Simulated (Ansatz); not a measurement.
CH₄O₂SeSi, SMILES `O[Si]1([SeH])CO1`. The species carries charge 0 and has multiplicity 1. All single points use the PBE0-D4/def2-TZVP geometry. It is one conformer, not always the lowest.

```xyz
9

O     0.799    0.927    1.626
Si    0.335    0.329    0.186
Se    2.093    0.726   -1.144
C    -0.949   -0.898   -0.082
O    -1.199    0.570   -0.338
H     0.130    1.006    2.309
H     1.393    0.114   -2.282
H    -1.579   -1.284    0.718
H    -1.023   -1.490   -0.993
```

**Question.** What is the dipole moment at r2SCAN/def2-TZVPP? (Best estimate.)

**Answer.** Ansatz gave: 1.49 D, with components (-0.23, -1.15, 0.91) D in this frame, pointing from negative to positive charge.

**Question.** And with PBE, B3LYP, ωB97M-V? (An estimate is asked.)

**Answer.** Ansatz gave: PBE 1.40 D, B3LYP 1.52 D, ωB97M-V 1.54 D.

**Question.** Give the Mulliken charges with r2SCAN, B3LYP, PBE in def2-TZVPP. (Best estimate.)

**Answer.** Computed: 
```tsv
atom	r2SCAN	B3LYP	PBE
O1	-0.40	-0.38	-0.34
Si2	0.65	0.62	0.50
Se3	-0.15	-0.14	-0.13
C4	-0.12	-0.16	-0.15
O5	-0.40	-0.40	-0.33
H6	0.21	0.20	0.20
H7	0.07	0.06	0.06
H8	0.07	0.11	0.09
H9	0.07	0.11	0.09
```

B3LYP here is the variant with VWN-RPA as its local correlation; programs differ in this.
